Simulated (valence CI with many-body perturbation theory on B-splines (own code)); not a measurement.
## I XLVI in brief

Method: configuration interaction combined with many-body perturbation theory (CI+MBPT): six valence electrons over a frozen Dirac-Fock core [He], radial functions for each j: 9 s, 9 p, 8 d, 6 f, 3 g, 1 h, with the one-electron correlation potential Σ1, the two-electron term Σ2, the three-electron term Σ3, Breit, model QED; selected CI, second order for the rest, scaled by the run's own slope (own B-spline code, finite nucleus).

The last digits are not significant, and no measured levels were compared; by estimate large intervals hold to a few tenths of a per cent, small ones and those within an open d or f shell to about a per cent. Among the levels kept, up to 2500 cm⁻¹ of a level comes from second order outside the variational space, and about a tenth of that is noise between levels of different J, which matters for small intervals.

Levels are named by their leading jj configuration (3d3/2^4 stands for four electrons in 3d with j = 3/2), which in mixed levels can hold well under half, so a name can repeat and another be missing.

Rates and lifetimes use the calculated energies. Strong lines usually hold to 10 to 20 %, long lifetimes can be off by a factor of two.

What is the ground level?

(2s^2 2p1/2^2 2p3/2^2) J=2, composition 71 % 2s2 2p4 3P + 29 % 2s2 2p4 1D, g = 1.336.

Among levels below 39338 × 10³ cm⁻¹, which E1 lines absorb most strongly from the ground level?

to (2s^2 2p1/2^2 2p3/2 3d5/2) J=3 at 0.2715 nm, f = 0.813; to (2s^2 2p1/2 2p3/2^2 3d3/2) J=3 at 0.2558 nm, f = 0.569; to (2s^2 2p1/2 2p3/2^2 3d3/2) J=2 at 0.2558 nm, f = 0.355.

Name the longest-lived excited levels whose lifetime is computed, and their main decay.

(2s^2 2p1/2^2 2p3/2^2) J=0 at 298.10 × 10³ cm⁻¹ lives 34.5 ms, mostly by E2 to (2s^2 2p1/2^2 2p3/2^2) J=2; (2s^2 2p1/2 2p3/2^3) J=2 at 2609.7 × 10³ cm⁻¹ lives 6.79 ns, mostly by M1 to (2s^2 2p1/2^2 2p3/2^2) J=2; (2s^2 2p1/2 2p3/2^3) J=1 at 2477.0 × 10³ cm⁻¹ lives 3.25 ns, mostly by M1 to (2s^2 2p1/2^2 2p3/2^2) J=2.

How well does LS coupling describe the low levels?

Among the lowest 20 levels the leading LS term, summed over configurations, holds 58 % on average. For single configurations the figures are 58 % in LS and 99 % in jj coupling. Terms mix most in the J = 2 level at 35123 × 10³ cm⁻¹, where the leading one holds 25 %.

Where does the other parity begin?

At (2s 2p1/2^2 2p3/2^3) J=2, 4523.7 × 10³ cm⁻¹.

What is the ionisation energy?

7811.6 eV; NIST lists 7811 ± 4 eV (theoretical).

What are the static dipole polarisabilities of the lowest levels?

(2s^2 2p1/2^2 2p3/2^2) J=2 0.000342 (tensor 2.0e-05); (2s^2 2p1/2^2 2p3/2^2) J=0 0.000320 bohr³, of which the core gives 9.97e-07.
